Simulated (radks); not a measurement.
Q: These are the eigenvalues of the occupied orbitals of an atom or ion with whole-number occupations (eV). Calculated with a radial shooting solver on a logarithmic mesh with Libxc functionals: Dirac Kohn-Sham, LB94 model potential, spin-unpolarised, spherical densities, finite nucleus; Fermi nuclear charge, rms radius of each element as measured or else 0.836 A^(1/3) + 0.57 fm.

orbital  eigenvalue
1s1/2     -52645.77
2s1/2     -9285.979
2p1/2     -8865.452
2p3/2     -8112.356
3s1/2     -2573.334
3p1/2     -2388.903
3p3/2     -2232.711
3d3/2     -1913.844
3d5/2     -1879.614
4s1/2     -978.0961
4p1/2     -903.9701
4p3/2     -863.3090
4d3/2     -739.7344
4d5/2     -731.4642

Which element is it, and in what charge state? The configuration may be excited. Open shells, if any, fill j = l - 1/2 first.

A: Z = 65, terbium, charge +22: Tb22+ in [Kr] 4d7. The list shows which subshells hold electrons but not how many an open one holds; the 1s level, -1934.7 hartree, gives Z - s = 62.2 by -(Z - s)^2/2, which with screening and relativity narrows Z to a few neighbours, and the depths of the outer levels then fix element, charge and occupations together.
